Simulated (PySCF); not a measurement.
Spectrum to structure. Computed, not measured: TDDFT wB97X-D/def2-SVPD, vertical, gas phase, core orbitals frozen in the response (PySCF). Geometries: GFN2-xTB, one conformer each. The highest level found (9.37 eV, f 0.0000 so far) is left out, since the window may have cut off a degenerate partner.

| state | E (eV) | λ (nm) | f |
| --- | --- | --- | --- |
| S1 | 6.18 | 200.7 | 0.0000 |
| S2 | 6.42 | 193.0 | 0.0000 |
| S3 | 6.42 | 193.0 | 0.0000 |
| S4 | 7.21 | 171.8 | 0.061 |
| S5 | 7.22 | 171.8 | 0.061 |
| S6 | 8.65 | 143.4 | 0.0098 |
| S7 | 8.65 | 143.4 | 0.0098 |

Triplets computed (Tamm–Dancoff): 5.14, 5.14 eV.

Orbital energies (eV): HOMO-3 -13.73, HOMO-2 -12.48, HOMO-1 -12.32, HOMO -12.32, LUMO -0.38, LUMO+1 -0.38, LUMO+2 2.11.

**Question.** Which structure fits?
A. `C=N[SiH2]CC`
B. `[C-]#[N+]C#N`
C. `N[SiH]1CCC1`

**Answer.** B. Its S1 lies at 6.18 eV; the nearest of the others has S1 at 6.54 eV. S1 is HOMO-1/HOMO→LUMO/LUMO+1 (≥82%). Löwdin shares by element: HOMO (one of a set within 0.03 eV) nitrogen 61%, carbon 39%; LUMO (one of a set within 0.03 eV) carbon 55%, nitrogen 45%. At the same level the other candidates give, for their lowest levels:
- `N[SiH]1CCC1`: 6.54 eV (f 0.041); 7.18 eV (f 0.046); 7.44 eV (f 0.058); 7.69 eV (f 0.007); 7.77 eV (f 0.019); T1 6.25 eV; HOMO -8.86, LUMO 2.15 eV
- `C=N[SiH2]CC`: 4.04 eV (f 0.000); 6.65 eV (f 0.015); 7.16 eV (f 0.172); 7.39 eV (f 0.028); 7.64 eV (f 0.042); T1 3.48 eV; HOMO -8.80, LUMO 1.06 eV

Orbitals of the list HOMO-3 to LUMO+2 that lie within 0.01 eV of each other are written together with a slash and their weights summed (≥ marks a lower bound); for degenerate orbitals outside that list single weights are arbitrary.
